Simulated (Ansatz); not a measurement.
Steps of a relaxation of CH$_{7}$BOSSi with RKS PBE0-D4/def2-TZVP.

```sh
$ ansatz run in.yaml --threads 4 --pin off --events-out ev --progress --plain --max-ram 10444MiB
```

```yaml
crystal:
  periodic: [false, false, false]
  atoms:
    - {symbol: B, position_ang: [-0.348678, 0.301288, 1.410126]}
    - {symbol: Si, position_ang: [-0.965559, -1.440903, 0.717603]}
    - {symbol: S, position_ang: [1.099129, -0.552440, 0.303965]}
    - {symbol: C, position_ang: [0.779933, 0.415462, -1.306220]}
    - {symbol: O, position_ang: [0.995501, 1.759653, -1.134534]}
    - {symbol: H, position_ang: [-0.017488, 0.358994, 2.577429]}
    - {symbol: H, position_ang: [-0.775284, 1.311447, 0.862746]}
    - {symbol: H, position_ang: [-1.572227, -1.671161, -0.641367]}
    - {symbol: H, position_ang: [-0.717601, -2.769061, 1.376163]}
    - {symbol: H, position_ang: [1.515962, 0.018848, -2.032519]}
    - {symbol: H, position_ang: [-0.252483, 0.142308, -1.623794]}
    - {symbol: H, position_ang: [0.335896, 2.070265, -0.475699]}
basis:
  gaussian: {orbitals: def2-TZVP}
hamiltonian: {xc: pbe0, dispersion: d4}
relax: {f_tol: 0.005, max_steps: 150}
```

Positions (Å) and forces (eV/Å) along the path, 9 of 9 steps:

```xyz
12
step=1 energy=-22577.7919 eV
B    -0.349    0.301    1.410   -0.050    0.164    0.146
Si   -0.966   -1.441    0.718    0.370   -0.054   -0.233
S     1.099   -0.552    0.304   -0.537    0.337   -0.380
C     0.780    0.415   -1.306   -0.005   -0.706   -0.054
O     0.996    1.760   -1.135   -0.587   -0.025    0.444
H    -0.017    0.359    2.577   -0.112   -0.027   -0.444
H    -0.775    1.311    0.863    0.157   -0.387    0.214
H    -1.572   -1.671   -0.641    0.111    0.067    0.308
H    -0.718   -2.769    1.376   -0.063    0.298   -0.125
H     1.516    0.019   -2.033   -0.380    0.257    0.396
H    -0.252    0.142   -1.624    0.564    0.245    0.195
H     0.336    2.070   -0.476    0.532   -0.168   -0.467
12
step=2 energy=-22577.8504 eV
B    -0.362    0.301    1.413   -0.082    0.025    0.004
Si   -0.944   -1.436    0.700    0.214    0.029   -0.044
S     1.089   -0.531    0.305   -0.256    0.191   -0.263
C     0.770    0.403   -1.300    0.004   -0.451    0.185
O     1.002    1.745   -1.148   -0.203    0.101    0.192
H    -0.032    0.353    2.566   -0.018   -0.020   -0.132
H    -0.795    1.296    0.878    0.074   -0.117    0.061
H    -1.554   -1.660   -0.641    0.026    0.028    0.085
H    -0.699   -2.748    1.360   -0.020    0.078   -0.039
H     1.485   -0.001   -2.023   -0.117    0.079    0.107
H    -0.259    0.152   -1.598    0.174    0.092    0.035
H     0.375    2.071   -0.480    0.204   -0.034   -0.190
12
step=3 energy=-22577.8672 eV
B    -0.384    0.298    1.409   -0.015   -0.027    0.004
Si   -0.922   -1.441    0.691   -0.011    0.031    0.004
S     1.074   -0.514    0.305    0.039    0.048   -0.037
C     0.756    0.394   -1.281    0.018   -0.178    0.072
O     1.021    1.735   -1.153    0.025    0.098    0.006
H    -0.042    0.347    2.551   -0.003    0.000    0.039
H    -0.801    1.290    0.874   -0.031    0.008    0.005
H    -1.539   -1.658   -0.641   -0.012   -0.010   -0.021
H    -0.675   -2.747    1.349    0.005   -0.009    0.011
H     1.450   -0.028   -2.006    0.003    0.009   -0.059
H    -0.274    0.175   -1.572   -0.034    0.012   -0.021
H     0.414    2.093   -0.493    0.015    0.018   -0.002
12
step=4 energy=-22577.8699 eV
B    -0.396    0.294    1.417   -0.046    0.010   -0.007
Si   -0.915   -1.444    0.689   -0.033   -0.018    0.014
S     1.072   -0.499    0.307    0.058    0.014    0.003
C     0.754    0.393   -1.281   -0.023   -0.061    0.018
O     1.047    1.732   -1.172    0.022    0.057    0.013
H    -0.060    0.339    2.562    0.020   -0.007    0.016
H    -0.832    1.282    0.890    0.008    0.019   -0.017
H    -1.531   -1.667   -0.643   -0.004   -0.004   -0.014
H    -0.660   -2.748    1.348    0.011   -0.015    0.000
H     1.427   -0.045   -2.017    0.002   -0.004   -0.012
H    -0.285    0.195   -1.559   -0.020    0.005   -0.006
H     0.456    2.112   -0.509    0.005    0.003   -0.007
12
step=5 energy=-22577.8711 eV
B    -0.411    0.293    1.415   -0.008    0.023    0.018
Si   -0.911   -1.452    0.688   -0.009   -0.024    0.003
S     1.072   -0.489    0.315    0.005    0.001   -0.007
C     0.746    0.393   -1.274   -0.003    0.023   -0.041
O     1.073    1.730   -1.181   -0.010   -0.018    0.018
H    -0.074    0.339    2.561   -0.006   -0.005    0.003
H    -0.848    1.279    0.885    0.013   -0.004   -0.007
H    -1.522   -1.681   -0.647    0.007   -0.002   -0.004
H    -0.639   -2.754    1.344   -0.001    0.002    0.002
H     1.395   -0.063   -2.022   -0.017    0.014    0.020
H    -0.303    0.220   -1.534    0.019    0.009    0.016
H     0.499    2.132   -0.516    0.010   -0.020   -0.023
12
step=6 energy=-22577.8713 eV
B    -0.419    0.291    1.416    0.004    0.021    0.000
Si   -0.909   -1.459    0.690   -0.004    0.003   -0.027
S     1.069   -0.485    0.314    0.015   -0.012    0.014
C     0.742    0.397   -1.274   -0.010    0.021   -0.028
O     1.089    1.729   -1.186   -0.012   -0.024    0.016
H    -0.085    0.336    2.563   -0.002   -0.003   -0.004
H    -0.852    1.276    0.882   -0.002   -0.009    0.004
H    -1.510   -1.694   -0.649   -0.003   -0.003    0.007
H    -0.634   -2.758    1.351    0.005    0.006    0.000
H     1.377   -0.069   -2.027   -0.013    0.007    0.018
H    -0.312    0.239   -1.524    0.017    0.002    0.014
H     0.522    2.141   -0.522    0.005   -0.010   -0.014
12
step=7 energy=-22577.8715 eV
B    -0.419    0.291    1.414    0.004    0.005    0.001
Si   -0.908   -1.458    0.686    0.005    0.001   -0.007
S     1.072   -0.484    0.317   -0.006   -0.008    0.004
C     0.740    0.397   -1.271    0.004    0.015   -0.010
O     1.092    1.727   -1.186   -0.004   -0.010    0.001
H    -0.090    0.336    2.562   -0.004   -0.002   -0.004
H    -0.852    1.277    0.879    0.002   -0.002    0.002
H    -1.508   -1.697   -0.652    0.002   -0.001    0.004
H    -0.630   -2.756    1.349   -0.001    0.003    0.001
H     1.369   -0.073   -2.027   -0.006    0.000    0.004
H    -0.316    0.243   -1.515    0.007   -0.001    0.006
H     0.527    2.142   -0.523   -0.001    0.000   -0.002
12
step=8 energy=-22577.8716 eV
B    -0.418    0.291    1.413   -0.005    0.004   -0.012
Si   -0.908   -1.458    0.684   -0.002    0.002    0.003
S     1.072   -0.486    0.316    0.012   -0.004    0.009
C     0.740    0.398   -1.271   -0.018    0.002    0.004
O     1.092    1.728   -1.185    0.008   -0.004   -0.003
H    -0.091    0.333    2.561    0.000   -0.001    0.003
H    -0.849    1.278    0.879    0.003   -0.001    0.002
H    -1.506   -1.701   -0.654    0.001    0.002    0.002
H    -0.632   -2.753    1.354    0.002   -0.003   -0.003
H     1.367   -0.073   -2.028    0.002    0.008    0.003
H    -0.316    0.244   -1.511   -0.002   -0.002   -0.006
H     0.525    2.143   -0.523    0.001   -0.003   -0.002
12
step=9 energy=-22577.8716 eV
B    -0.419    0.292    1.413    0.000    0.004   -0.004
Si   -0.907   -1.458    0.684    0.000   -0.002   -0.002
S     1.073   -0.485    0.317    0.001    0.000    0.004
C     0.739    0.397   -1.271   -0.001   -0.003   -0.002
O     1.093    1.727   -1.186   -0.002    0.002    0.001
H    -0.093    0.333    2.562    0.002    0.000    0.004
H    -0.848    1.279    0.880    0.000   -0.002    0.001
H    -1.505   -1.699   -0.654    0.000   -0.001   -0.001
H    -0.630   -2.754    1.351   -0.001    0.000    0.001
H     1.366   -0.073   -2.027    0.001    0.000    0.000
H    -0.317    0.243   -1.511    0.000    0.002    0.000
H     0.526    2.143   -0.525    0.002    0.000   -0.001
```

Hardware: 4 threads of an Arm Neoverse V1 on a shared host. Wall time 40 s, peak host memory 0.59 GiB.
